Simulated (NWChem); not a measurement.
System: C2H8OSi2; SMILES O=C[SiH2]C[SiH3]

NWChem input:

```
start job
memory heap 200 mb stack 900 mb global 1100 mb
geometry units angstroms noautosym nocenter noautoz
  O      1.023698    -2.430049    -0.548814
  C     -0.137626    -2.325902    -0.191981
  Si    -0.899569    -0.576663     0.214805
  C      0.552785     0.611482     0.370888
  Si     0.238927     2.396098    -0.169071
  H     -0.794680    -3.252949    -0.120152
  H     -1.747957    -0.657994     1.456515
  H     -1.808055    -0.236588    -0.941198
  H      1.363121     0.164574    -0.248440
  H      0.912833     0.598964     1.421519
  H     -0.159463     2.430481    -1.619837
  H      1.470498     3.242496     0.014346
  H     -0.876949     3.000756     0.641645
end
basis spherical
  * library 6-31g*
end
dft
  xc xpbe96 cpbe96
  iterations 150
end
property
  response 1 0.0
end
task dft property
```

NWChem printed, in part:

```
             Northwest Computational Chemistry Package (NWChem) 7.3.0
             --------------------------------------------------------

                             Geometry "geometry" -> ""
                             -------------------------

 Output coordinates in angstroms (scale by  1.889725989 to convert to a.u.)

  No.       Tag          Charge          X              Y              Z
 ---- ---------------- ---------- -------------- -------------- --------------
    1 O                    8.0000     1.02369800    -2.43004900    -0.54881400
    2 C                    6.0000    -0.13762600    -2.32590200    -0.19198100
    3 Si                  14.0000    -0.89956900    -0.57666300     0.21480500
    4 C                    6.0000     0.55278500     0.61148200     0.37088800
    5 Si                  14.0000     0.23892700     2.39609800    -0.16907100
    6 H                    1.0000    -0.79468000    -3.25294900    -0.12015200
    7 H                    1.0000    -1.74795700    -0.65799400     1.45651500
    8 H                    1.0000    -1.80805500    -0.23658800    -0.94119800
    9 H                    1.0000     1.36312100     0.16457400    -0.24844000
   10 H                    1.0000     0.91283300     0.59896400     1.42151900
   11 H                    1.0000    -0.15946300     2.43048100    -1.61983700
   12 H                    1.0000     1.47049800     3.24249600     0.01434600
   13 H                    1.0000    -0.87694900     3.00075600     0.64164500

 Effective nuclear repulsion energy (a.u.)     265.1052451744

  pbe96 is a nonlocal functional; adding pw91lda local functional.
                              NWChem Property Module
                              ----------------------

                                 NWChem DFT Module
                                 -----------------

 Summary of "ao basis" -> "ao basis" (spherical)
 ------------------------------------------------------------------------------
       Tag                 Description            Shells   Functions and Types
 ---------------- ------------------------------  ------  ---------------------
 O                           6-31g*                  6       14   3s2p1d
 C                           6-31g*                  6       14   3s2p1d
 Si                          6-31g*                  8       18   4s3p1d
 H                           6-31g*                  2        2   2s

            General Information
            -------------------
          SCF calculation type: DFT
          Wavefunction type:  closed shell.
          No. of atoms     :    13
          No. of electrons :    56
           Alpha electrons :    28
            Beta electrons :    28
          Charge           :     0
          Spin multiplicity:     1
          Use of symmetry is: off; symmetry adaption is: off
          Maximum number of iterations: 150
          AO basis - number of functions:    94
                     number of shells:    50
          Convergence on energy requested:  1.00D-06
          Convergence on density requested:  1.00D-05
          Convergence on gradient requested:  5.00D-04

              XC Information
              --------------
          PerdewBurkeErnzerhof Exchange Functional  1.000
            Perdew 1991 LDA Correlation Functional  1.000 local
           PerdewBurkeErnz. Correlation Functional  1.000 non-local

             Grid Information
             ----------------
          Grid used for XC integration:  medium
          Radial quadrature: Mura-Knowles
          Angular quadrature: Lebedev.
          Tag              B.-S. Rad. Rad. Pts. Rad. Cut. Ang. Pts.
          ---              ---------- --------- --------- ---------
          O                   0.60       49          13.0       434
          C                   0.70       49          13.0       434
          Si                  1.10       88          12.0       590
          H                   0.35       45          14.0       434
          Grid pruning is: on
          Number of quadrature shells:   683
          Spatial weights used:  Erf1

      Superposition of Atomic Density Guess
      -------------------------------------

 Sum of atomic energies:        -731.69533588

      Non-variational initial energy
      ------------------------------

 Total energy =    -733.700452
 1-e energy   =   -1536.869360
 2-e energy   =     538.063663
 HOMO         =      -0.263255
 LUMO         =      -0.046137

   convergence    iter        energy       DeltaE   RMS-Dens  Diis-err
 ---------------- ----- ----------------- --------- --------- ---------
 d= 0,ls=0.0,diis     1   -734.5415359797 -1.00D+03  2.36D-02  9.94D-01
 d= 0,ls=0.0,diis     2   -733.7421240872  7.99D-01  1.86D-02  8.22D+00
 d= 0,ls=0.0,diis     3   -734.6586067427 -9.16D-01  2.99D-03  5.22D-02
 d= 0,ls=0.0,diis     4   -734.6608934897 -2.29D-03  1.65D-03  2.67D-02
 d= 0,ls=0.0,diis     5   -734.6643324676 -3.44D-03  4.02D-04  1.39D-03
  Resetting Diis
 d= 0,ls=0.0,diis     6   -734.6645347851 -2.02D-04  1.21D-04  1.22D-04
 d= 0,ls=0.0,diis     7   -734.6645516923 -1.69D-05  8.63D-05  1.01D-05
 d= 0,ls=0.0,diis     8   -734.6645484304  3.26D-06  5.23D-05  3.51D-05
 d= 0,ls=0.0,diis     9   -734.6645530494 -4.62D-06  1.00D-05  3.12D-06
 d= 0,ls=0.0,diis    10   -734.6645533704 -3.21D-07  2.72D-06  1.07D-07

         Total DFT energy =     -734.664553370370
      One electron energy =    -1540.899395692205
           Coulomb energy =      604.801170828518
    Exchange-Corr. energy =      -63.671573681064
 Nuclear repulsion energy =      265.105245174381

 Numeric. integr. density =       55.999991082732

                       DFT Final Molecular Orbital Analysis
                       ------------------------------------

 Vector   26  Occ=2.000000D+00  E=-2.922581D-01
              MO Center= -6.7D-02,  1.2D+00,  2.5D-02, r^2= 4.0D+00
   Bfn.  Coefficient  Atom+Function         Bfn.  Coefficient  Atom+Function
  ----- ------------  ---------------      ----- ------------  ---------------
    50      0.257440   4 C  py               68     -0.234102   5 Si py
    67      0.215856   5 Si px               49     -0.177498   4 C  px
    84     -0.169500   8 H  s                94     -0.162877  13 H  s
    54      0.159812   4 C  py               93     -0.147795  13 H  s
    37      0.133795   3 Si pz               83     -0.130347   8 H  s

 Vector   27  Occ=2.000000D+00  E=-2.809076D-01
              MO Center=  3.2D-01,  1.2D+00,  2.4D-01, r^2= 4.6D+00
   Bfn.  Coefficient  Atom+Function         Bfn.  Coefficient  Atom+Function
  ----- ------------  ---------------      ----- ------------  ---------------
    50     -0.260187   4 C  py               35      0.254147   3 Si px
    92      0.248628  12 H  s                49     -0.223325   4 C  px
    68      0.205201   5 Si py               91      0.205002  12 H  s
    67      0.161702   5 Si px               54     -0.148800   4 C  py
    36      0.142207   3 Si py               82     -0.139798   7 H  s

 Vector   28  Occ=2.000000D+00  E=-1.979827D-01
              MO Center=  3.1D-01, -2.2D+00, -3.1D-01, r^2= 2.6D+00
   Bfn.  Coefficient  Atom+Function         Bfn.  Coefficient  Atom+Function
  ----- ------------  ---------------      ----- ------------  ---------------
     4      0.531111   1 O  py                8      0.390842   1 O  py
    80      0.315355   6 H  s                36      0.273735   3 Si py
    18     -0.193427   2 C  py               79      0.188486   6 H  s
    34     -0.172476   3 Si s                20     -0.133756   2 C  s
    35     -0.113376   3 Si px               32     -0.101352   3 Si py

 Vector   29  Occ=0.000000D+00  E=-9.102837D-02
              MO Center=  8.6D-02, -2.1D+00, -2.4D-01, r^2= 2.1D+00
   Bfn.  Coefficient  Atom+Function         Bfn.  Coefficient  Atom+Function
  ----- ------------  ---------------      ----- ------------  ---------------
    19     -0.446859   2 C  pz               23     -0.439922   2 C  pz
     5      0.418985   1 O  pz                9      0.395506   1 O  pz
    84     -0.276372   8 H  s                41     -0.214533   3 Si pz
    82      0.192900   7 H  s                21     -0.134630   2 C  px
    17     -0.132659   2 C  px                3      0.122190   1 O  px

 Vector   30  Occ=0.000000D+00  E=-4.859456D-03
              MO Center= -5.0D-01,  5.8D-01,  1.1D-01, r^2= 6.8D+00
   Bfn.  Coefficient  Atom+Function         Bfn.  Coefficient  Atom+Function
  ----- ------------  ---------------      ----- ------------  ---------------
    52      1.237099   4 C  s                40     -0.746833   3 Si py
    72      0.593896   5 Si py               20     -0.510831   2 C  s
    39     -0.443226   3 Si px               53     -0.217045   4 C  px
    36     -0.204809   3 Si py               73     -0.204603   5 Si pz
    38     -0.187004   3 Si s                68      0.182129   5 Si py

[...]

 DFT Linear Response polarizability / au
 Frequency  =       0.0000000 / au
              X              Y              Z
 -----------------------------------------------
 X      69.3145924      3.7369294     -3.4862535
 Y       3.7369395     90.4409849      0.5945251
 Z      -3.4862953      0.5945419     56.9144896
 -----------------------------------------------
 Eigenvalues =      69.6547884     91.0825094     55.9327690
 Isotropic   =      72.2233556
 Anisotropic =      30.6834263
 -----------------------------------------------

 Magnetic Dipole Response Matrix (nonzero elements):

 Exiting AOResponse driver routine
```

Level: PBE/6-31G* (spherical d). Structure relaxed at the PBE-D3(BJ)/def2-SVP level.
